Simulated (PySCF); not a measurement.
Species: C8H15P.
SMILES with atom numbers: `[CH3:1][CH:2]=[P:3]1([C:4]([CH3:5])([CH3:6])[CH3:7])[CH:8]=[CH:9]1`

Geometry (GFN2-xTB, Å), atoms numbered from 1 in this order:
```
atom  x, y, z in Å
C1     3.2256   -0.1619   -0.0547
C2     1.8344   -0.7327   -0.1920
P3     0.5533    0.1937    0.4852
C4    -1.1157   -0.3130   -0.1815
C5    -1.2014    0.2368   -1.6027
C6    -2.2135    0.2617    0.7031
C7    -1.1772   -1.8371   -0.1920
C8     0.3622    1.5925    1.6929
C9     0.6935    1.9793    0.4514
H10    3.8515   -0.5893   -0.8388
H11    3.2059    0.9203   -0.1862
H12    3.7061   -0.3803    0.9021
H13    1.7650   -1.7802    0.0995
H14   -2.1120   -0.1092   -2.0898
H15   -1.2063    1.3256   -1.5921
H16   -0.3428   -0.0998   -2.1812
H17   -3.1907   -0.0289    0.3198
H18   -2.1633    1.3488    0.7270
H19   -2.1165   -0.1093    1.7223
H20   -2.1392   -2.1705   -0.5800
H21   -1.0557   -2.2318    0.8157
H22   -0.3903   -2.2434   -0.8225
H23    0.2475    2.0601    2.6554
H24    0.9678    2.8883   -0.0532
```

Definitions: NICS(0) = −σiso at the ring centroid; NICS(1) = −σiso and NICS(1)zz = −σzz at ±1 Å along the ring normal z. Level: GIAO PBE0/pcSseg-1 (PySCF, non-relativistic, gas phase) on the GFN2-xTB geometry, one conformer.

Ring bond lengths (Å), with Mayer bond orders in brackets: P3–C8 1.858 (0.80), C8–C9 1.342 (1.60), C9–P3 1.791 (0.95).

Q: Give the NICS values of each ring in ppm.

A: 
| ring | type | NICS(0) | NICS(1), two faces | NICS(1)zz, two faces | rms pucker (Å) | centre to ring atoms, mean (Å) |
| --- | --- | --- | --- | --- | --- | --- |
| P3–C8–C9 | 3-membered ring with P; formal bonds 1 double, 2 single | -12.9 | -7.7 / -6.9 | -10.9 / -10.6 | 0.00 | 0.96 |

Q: What do they say, and how far can they be read as aromaticity?

A: 
- P3–C8–C9: mean NICS(1)zz -10.7 ppm, shielded. P3 has four or more neighbours, and the NICS criterion for π rings isn't applied. NICS(0) lies 6 ppm below the mean NICS(1).

Q: What field does 14.1 T along the ring normal induce along that normal at the first NICS(1) probe listed for ring P3–C8–C9, 1 Å off the ring?

A: NICSzz × B0 = -10.9 ppm × 14.1 T = -154 μT, against the applied field.

Q: What are the shieldings of the ring atoms and their hydrogens in the same run (means over atoms taken as equivalent)?

A: 
```json
{"atoms": "P3", "environment": "phosphorus bonded to 4 C", "σ isotropic (ppm)": "387.6"}
{"atoms": "C8 (×2)", "environment": "alkene CH carbon", "σ isotropic (ppm)": "11.1"}
{"atoms": "H23 (×2)", "environment": "vinylic hydrogen", "σ isotropic (ppm)": "21.67"}
```
